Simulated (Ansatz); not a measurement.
C2H8GaNSi can be A, `C[Si@H]1N[C@@H]1[GaH2]`, or B, `[CH3][GaH]/[N]=C\[SiH3]`.

Isolated molecules relaxed with PBE0-D4/def2-TZVP in Ansatz; ΔE leaves out vibrations. CBS: MP2 limit from def2 TZ/QZ plus the TZ coupled-cluster correction, frozen cores. DFT in def2-TZVPP. B3LYP here is the variant with VWN-RPA as its local correlation; programs differ in this. For Ga outer-core shells are correlated without core-valence functions, which leaves a few kJ/mol of doubt a bond. Scalar relativity is left out up to krypton. Each species was taken in one conformer, which may not be the lowest.

**Question.** Which isomer does CCSD(T)/CBS put lower? Give the gap. (Estimate.)

**Answer.** The calculation gave: B, by 25.3 kJ/mol.

**Question.** Give E(B) − E(A) in kJ/mol with HF/def2-TZVPP, CCSD/def2-TZVPP, PBE0-D4, B3LYP, B2PLYP, B3LYP-D4, r2SCAN-D4. (Estimate.)

**Answer.** Ansatz gave: HF/def2-TZVPP -56.8, CCSD/def2-TZVPP -32.4, PBE0-D4 -11.0, B3LYP -42.4, B2PLYP -36.5, B3LYP-D4 -39.4, r2SCAN-D4 -18.0. None reverses the order clearly.

Largest T1 diagnostic: 0.015.

From PBE to PBE0 (25 % exact exchange), in def2-TZVPP and without D4, E(B) − E(A) moves by +9.0 kJ/mol. The D4 term adds +3.0 kJ/mol with B3LYP and +1.4 kJ/mol with PBE0; it sums over pairs of atoms, weighted by their polarisabilities, and B3LYP, whose exchange is more repulsive, gets the larger term.
